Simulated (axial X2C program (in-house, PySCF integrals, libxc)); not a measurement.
# Nuclear properties of InOH⁺

Calculated with an in-house all-electron X2C program for linear molecules (integrals from PySCF): two-component X2C with atomic mean-field Coulomb and Gaunt terms, Gaussian nuclei, basis In dyall-v3z, O dyall-av3z, H dyall-v3z with contracted cores.

In–O–H held linear, with bonds 1.866 and 0.960 Å (near the PBE0 minimum at charge 1 of the determinant lowest at the starting distance; the state shown can have its own minimum elsewhere, held linear; other orders of the atoms were not compared).

Determinant lowest in the PBE0 search, Ω = 1/2 (⟨Sz⟩ = 0.50, ⟨Lz⟩ = 0.00 at PBE0), spin on the atoms In 0.46, O 0.03, H 0.01:

| level | Eeff magnitude (GV/cm) | Ws magnitude In (kHz) | A∥/gI In (MHz) | qzz In (a.u.) | A∥/gI O (MHz) | qzz O (a.u.) | A∥/gI H (MHz) | qzz H (a.u.) |
| --- | --- | --- | --- | --- | --- | --- | --- | --- |
| PBE0 | 17.9 | 20.6 | 10400 | -4.00 | 277 | 1.81 | 19.9 | 0.48 |
| HF | 18.8 | 21.8 | 10200 | -5.58 | 196 | 1.75 | 12.6 | 0.47 |
| LDA | 15.6 | 18 | 10100 | -3.26 | 345 | 1.77 | 22 | 0.49 |

Eeff is the effective electric field on the electron electric dipole moment in this Ω state and Ws the scalar–pseudoscalar constant of the nucleus named (defined with the proton number Z and per Ω); A∥ (defined per Ω) follows by multiplying with gI = μI/(I μN); qzz is the electric field gradient, eQq0 = 234.96 MHz × Q/barn × qzz. The operators were transformed with the bare-nucleus X2C matrices; with these basis sets, hyperfine constants and field gradients can be off by tens of per cent, and where levels differ in sign neither size nor sign is settled.

(1) With gI(115In) = 1.2313, Q(115In) = 0.772 barn, gI(17O) = -0.7575, Q(17O) = -0.02558 barn, gI(1H) = 5.5857 (g factors from the IAEA table of nuclear moments by Stone; Q from Pyykkö, Mol. Phys. 2018), turn the PBE0 values of the first state into constants in MHz.

The molecule was held linear; bending was not examined, so a bent shape may lie lower.

Each state is one determinant with collinear spin. Unrestricted Hartree–Fock can overshoot spin polarisation at the nuclei. The search compared states at one distance, so a state with another bond length can lie lower. Further determinants of the search, some of them spin-mixed, are not shown.

Answers

(1) A∥(115In) = 10400 × 1.2313 = 12800 MHz; eQq0(115In) = 234.96 × (0.772) × (-4.00) = -726 MHz; A∥(17O) = 277 × -0.7575 = -210 MHz; eQq0(17O) = 234.96 × (-0.02558) × (1.81) = -10.9 MHz; A∥(1H) = 19.9 × 5.5857 = 111 MHz.
